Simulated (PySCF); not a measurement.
Run record: geometry optimisation, `C#CC1=C[CH+]CC=CO1`.

Computed with BHandHLYP/6-31G* geometry optimisation, gas phase (PySCF 2.14.0). Start geometry: GFN2-xTB. A driver script takes a list of jobs; this job's settings line and coordinates (Å) are shown.

Input:
```
{"job": {"xc": "BHandHLYP", "basis": "6-31G*", "grid": 1, "kind": "geom"}, "charge": 1, "multiplicity": 1}
C      3.496820     0.894893     0.823322
C      2.356373     0.680259     0.499764
C      1.018250     0.414231     0.151083
C      0.713861    -0.747646    -0.604844
C     -0.503384    -1.338359    -0.656243
C     -1.565392    -1.032584     0.339935
C     -1.941303     0.347621    -0.113137
C     -1.120026     1.395581     0.028410
O      0.169759     1.366530     0.424084
H      4.497895     1.079125     1.096487
H      1.531290    -1.151487    -1.188469
H     -0.709754    -2.077392    -1.417805
H     -2.405630    -1.717936     0.278615
H     -1.177627    -1.021574     1.360251
H     -2.920627     0.502661    -0.538844
H     -1.448105     2.415022    -0.134971
```

Estimate the output.

```
step   0  E = -383.65496227  max force = 0.024719
step   1  E = -383.65826838  max force = 0.005701
step   2  E = -383.65871680  max force = 0.003208
step   3  E = -383.65877848  max force = 0.005502
step   4  E = -383.65899929  max force = 0.001475
step   5  E = -383.65905728  max force = 0.001920
step   6  E = -383.65912790  max force = 0.001900
step   7  E = -383.65918443  max force = 0.000967
step   8  E = -383.65920384  max force = 0.000501
step   9  E = -383.65921124  max force = 0.000343
optimisation converged
```

Energies in Eh; «max force» is the largest Cartesian gradient component in Eh/bohr.

Give the first gradient maximum in eV/Å.

With 1 Eh/bohr = 51.422 eV/Å, 1.271 eV/Å.

How much energy does the optimisation release, in kcal/mol?

E(step 0) − E(last step) = 0.004249 Eh, which is 2.7 kcal/mol.

Main results: final energy -383.65921 Eh after 9 steps.

Give the final coordinates.

0.157 Å rms from the input after alignment:
```
atom  x, y, z in Å
C1     3.5061    0.9494    0.7518
C2     2.3649    0.7209    0.4649
C3     1.0353    0.4154    0.1276
C4     0.7453   -0.7714   -0.5965
C5    -0.4484   -1.4023   -0.6132
C6    -1.6278   -1.0208    0.2204
C7    -1.9760    0.4126   -0.0703
C8    -1.1426    1.4236    0.0821
O9     0.1785    1.3097    0.4890
H10    4.5174    1.1605    1.0066
H11    1.5848   -1.2055   -1.1130
H12   -0.5350   -2.2740   -1.2442
H13   -2.4684   -1.6664    0.0018
H14   -1.3926   -1.1509    1.2769
H15   -2.9685    0.6487   -0.4162
H16   -1.3886    2.4620   -0.0321
```

Estimate the wall time. Hardware: one thread of an Arm Neoverse N1, no GPU (shared host). And the peak memory of the process?

About 1.8 min, with 0.61 GiB resident at the peak, the Python interpreter and its libraries included.
Labels such as C1 count atoms from 1, the log's own numbers from 0.
